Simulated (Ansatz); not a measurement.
Reactions of CH6Cl2SSi2 (`C[SiH2]S[SiH](Cl)Cl`).

Calculated with Ansatz (gas phase, PBE0-D4/def2-TZVP geometries, no zero-point term in ΔE). CCSD(T)/CBS is the MP2 limit (def2-TZVPP, def2-QZVPP) plus CCSD(T) − MP2 in def2-TZVPP, frozen cores. This one scheme is used for every species. Functionals use def2-TZVPP. For Ge outer-core shells are correlated without core-valence functions, which leaves a few kJ/mol of doubt a bond. Scalar relativity is left out up to krypton. Each species was taken in one conformer, which may not be the lowest.

| reaction | B2PLYP (kJ/mol) | CCSD(T)/CBS(def2) (kJ/mol) |
| --- | --- | --- |
| `C[SiH2]S[SiH](Cl)Cl` → `S[SiH](Cl)Cl` + `C[SiH]` | 295 | 308 |
| `C[SiH2]S[SiH](Cl)Cl` + `[CH3][GeH3]` → `C[SiH2][CH2][GeH3]` + `S[SiH](Cl)Cl` | 68 | 69 |
| `C[SiH2]S[SiH](Cl)Cl` + `O[SiH](O)C[SiH2]Cl` → `O[SiH](O)C[SiH](Cl)Cl` + `C[SiH2]S[SiH2]Cl` | -2 | -1 |
| `C[SiH2]S[SiH](Cl)Cl` + CH₄ → `C[SiH2]S[SiH](C)Cl` + HCl | 96 | 93 |

Largest T1 diagnostic: 0.012, for `C[SiH]`.
